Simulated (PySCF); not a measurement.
## Mg²⁺ (magnesium, charge +2) across methods

[Ne], closed-shell 1S. Calculation: PySCF 2.14, in aug-cc-pCVQZ (10s9p7d5f3g, 134 functions); no relativity, point nucleus.

```
 method  E (hartree)  mean ε 1s (eV)  mean ε 2s (eV)  mean ε 2p (eV)  Σ⟨r²⟩ (bohr²)   ⟨S²⟩
    UHF   -198.83041         -1354.3         -121.99         -81.807          4.719  0.000
    LDA    -198.2906         -1271.5         -99.118         -66.831          4.818  0.000
wB97X-V    -199.2078         -1294.9         -107.40         -72.978          4.783  0.000
   MN15    -199.1952         -1275.8         -103.30         -71.783          4.791  0.000
   PBE0    -199.1331         -1297.0         -105.52         -70.777          4.774  0.000
 r2SCAN    -199.2204         -1286.8         -102.62         -68.020          4.758  0.000
    PBE    -199.1109         -1277.7         -99.627         -66.702          4.804  0.000
```

(1) Estimate the same row for PBEsol.

## Answers

(1) E (hartree) = -198.6823; mean ε 1s (eV) = -1274.6; mean ε 2s (eV) = -99.321; mean ε 2p (eV) = -66.576; Σ⟨r²⟩ (bohr²) = 4.807; ⟨S²⟩ = 0.000.
